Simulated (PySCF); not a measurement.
LDA on Er²⁺ (erbium, charge +2), [Xe] 4f11 5d1, one real determinant (an excited configuration). All numbers are calculated (PySCF 2.14, the spin-free X2C one-electron Hamiltonian (Gaussian nucleus), in cc-pVDZ-X2C).

```
cycle= 1 E= -13076.0318606957  delta_E= 0.00359  |g|= 0.506  |ddm|= 2.02
cycle= 2 E= -13075.9433984994  delta_E= 0.0885  |g|=    1  |ddm|= 1.54
cycle= 3 E= -13076.0606709108  delta_E= -0.117  |g|= 0.0118  |ddm|= 0.963
cycle= 4 E= -13076.0606879231  delta_E= -1.7e-05  |g|= 0.0124  |ddm|= 0.223
cycle= 5 E= -13076.0607412978  delta_E= -5.34e-05  |g|= 0.00209  |ddm|= 0.0654
cycle= 6 E= -13076.0607425281  delta_E= -1.23e-06  |g|= 0.00106  |ddm|= 0.0024
cycle= 7 E= -13076.0607429182  delta_E= -3.9e-07  |g|= 2.86e-05  |ddm|= 0.00325
cycle= 8 E= -13076.0607429184  delta_E= -2.95e-10  |g|= 1.63e-05  |ddm|= 0.000303
converged SCF energy = -13076.0607429184  <S^2> = 6.0006785  2S+1 = 5.0002714
```

Highest occupied orbital energy: -16.613 eV; ⟨L²⟩ = 38.26; populations by l: s 10.29, p 24.00, d 20.71, f 11.00.

(1) Can this result be used?

Answers

(1) Not for this state. The calculation finished and met its thresholds. ⟨L²⟩ = 38.26 against 72 for a pure L term, so this real determinant mixes terms. Spin-orbit coupling, absent here, splits the open shell strongly. The s, p, d and f populations moved away from the nominal configuration during the SCF.
